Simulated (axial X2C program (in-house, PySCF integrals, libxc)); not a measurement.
**Bond lengths and stretching modes, held linear, of SSbS**

Computed with an axial X2C code built on PySCF integrals: two-component X2C with atomic mean-field Coulomb and Gaunt terms, Gaussian nuclei, basis S dyall-av3z, Sb dyall-v3z with contracted cores. Spin-free rows use the one-electron spin-free X2C Hamiltonian.

Masses S 31.972, Sb 120.904, S 31.972 u. States: 2c Ω = 1/2 (beyond evenly filled blocks: ω = 1/2); spin-free M_S = 1/2, Λ = 0 (beyond evenly filled blocks: σα).

BHandHLYP, 2c: energies above the lowest point

| r(S–Sb) (Å) | r(Sb–S) (Å) | E (meV) |
| --- | --- | --- |
| 2.2240 | 2.2240 | 48.13 |
| 2.2240 | 2.2810 | 17.47 |
| 2.2240 | 2.3380 | 32.92 |
| 2.2810 | 2.2240 | 17.47 |
| 2.2810 | 2.2810 | 0.00 |
| 2.2810 | 2.3380 | 28.83 |
| 2.2810 | 2.3951 | 89.73 |
| 2.3380 | 2.2240 | 32.92 |
| 2.3380 | 2.2810 | 28.83 |
| 2.3380 | 2.3380 | 71.57 |
| 2.3951 | 2.2810 | 89.73 |
| 2.3951 | 2.3951 | 236.32 |

**Question.** Fit a quadratic surface with cubic terms in each bond: where is the minimum, and what are the two stretching wavenumbers?

**Answer.** At BHandHLYP, 2c: bonds 2.273 and 2.273 Å; harmonic stretches 373.2 and 404.4 cm⁻¹; force constants 2.4, 2.4 and coupling 0.68 mdyn/Å.

The other levels and Hamiltonians give:

```csv
Hamiltonian,level,r(S–Sb) (Å),r(Sb–S) (Å),lower stretch (cm⁻¹),upper stretch (cm⁻¹)
2c,PBE0,2.278,2.278,399.2,400.9
spin-free,PBE0,2.276,2.276,400.9,403.1
spin-free,BHandHLYP,2.271,2.271,376.7,407.9
```

Each state is one determinant, the lowest of a limited PBE0 search; the stretches come from a fit to these few points and carry an uncertainty of a few per cent. Other orders of the atoms were not compared. Left out for rough or failed fits: HF 2c, MP2 2c, HF spin-free, MP2 spin-free. The molecule was held linear; bending was not examined, so a bent shape may lie lower.
